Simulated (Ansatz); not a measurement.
Reaction (substitution at a C–B bond): `BBC=N` + CH₃SH → `CSC=N` + `BB`

Isolated molecules relaxed with PBE0-D4/def2-TZVP in Ansatz; ΔE leaves out vibrations. CBS: MP2 limit from def2 TZ/QZ plus the TZ coupled-cluster correction, frozen cores. This one scheme is used for every species. Functionals use def2-TZVPP. One conformer a species, not always the lowest.

`BBC=N`:

```xyz
9

B     0.009    0.438    1.515
B    -0.562    0.420   -0.016
C    -0.192   -0.698   -1.043
N     0.936   -0.807   -1.624
H    -0.623   -0.023    2.424
H     1.078    0.905    1.793
H    -1.284    1.294   -0.419
H    -0.960   -1.426   -1.339
H     1.599   -0.103   -1.292
```

CH₃SH:

Z-matrix (Å, degrees):
```
C
S 1 1.806
H 1 1.089 2 111.5
H 1 1.089 2 111.5 3 -123.8
H 1 1.090 2 106.2 3 118.1
H 2 1.342 1 97.1 3 61.9
```

`CSC=N`:

Cartesian coordinates in Å:
```
C -0.562 1.306 -0.311
S 0.490 0.193 -1.243
C 0.654 -1.109 -0.106
N 0.110 -1.113 1.037
H -0.729 2.178 -0.943
H -0.071 1.599 0.616
H -1.509 0.821 -0.077
H 1.283 -1.908 -0.513
H 0.334 -1.968 1.540
```

`BB`:

Z-matrix (Å, degrees):
```
B
B 1 1.628
H 1 1.201 2 122.2
H 1 1.201 2 122.0 3 -180.0
H 2 1.201 1 122.1 3 90.0
H 2 1.201 1 122.2 3 -90.1
```

CCSD(T)/CBS gives -1.3 kJ/mol.

Problem. Another level gave -6.4 kJ/mol. Which?
A. r2SCAN0/def2-TZVPP
B. BLYP/def2-TZVPP
C. LDA (SPW92)/def2-TZVPP
D. HF/def2-TZVPP

Solution. A. r2SCAN0 -6.4, BLYP -0.2, HF/def2-TZVPP 5.4, LDA (SPW92) -11.8 kJ/mol.

Problem. What do rigid-rotor, harmonic-oscillator terms from PBE0-D4/def2-TZVP frequencies (298.15 K, 1 bar) make of the CCSD(T)/CBS value? (An estimate is asked.)

Solution. The calculation gave: ΔZPE = +0.4 kJ/mol, ΔH = -2.0 kJ/mol, ΔS = -27 J/(mol·K), ΔG = +6.0 kJ/mol.

Largest T1 diagnostic among the species: 0.015.

The D4 term adds −3.6 kJ/mol with B3LYP and −1.8 kJ/mol with PBE0; it sums over pairs of atoms, weighted by their polarisabilities, and B3LYP, whose exchange is more repulsive, gets the larger term. In def2-TZVPP, CCSD(T) changes the Hartree–Fock value by −5.5 kJ/mol (the triples alone add −3.0 kJ/mol) and MP2 by −13.8 kJ/mol.

B3LYP here is the variant with VWN-RPA as its local correlation; programs differ in this.
